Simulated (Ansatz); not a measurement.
Basis-set extrapolation for CH7OPSi (`C[SiH2]OP`) (PBE0-D4/def2-TZVP geometry, frozen core, Ansatz 0.2.0). Multiplicity 1, RHF reference.

|  | def2-TZVPP | def2-QZVPP |
| --- | --- | --- |
| HF | -746.611889 | -746.637662 |
| MP2 correlation | -0.693256 | -0.745451 |
| CCSD(T) correlation | -0.772732 | not run |

Energies in hartree. Use E(X) = E(∞) + A·exp(−7.88·√X) for Hartree–Fock and E(X) = E(∞) + B·X^(−2.97) for correlation, with X = 3 and 4, and add CCSD(T) minus MP2 of the smaller set to the MP2 limit.

**Question.** What is the CCSD(T) energy at the basis-set limit?

**Answer.** HF limit: -746.637662 + (-0.025773) × 0.13774 = -746.64121. MP2 limit: -0.745451 + (-0.052195) × 0.74074 = -0.78411. Higher-order term: -0.772732 − (-0.693256) = -0.07948. Total: -747.50480 hartree, 3.27 eV below CCSD(T)/def2-TZVPP.
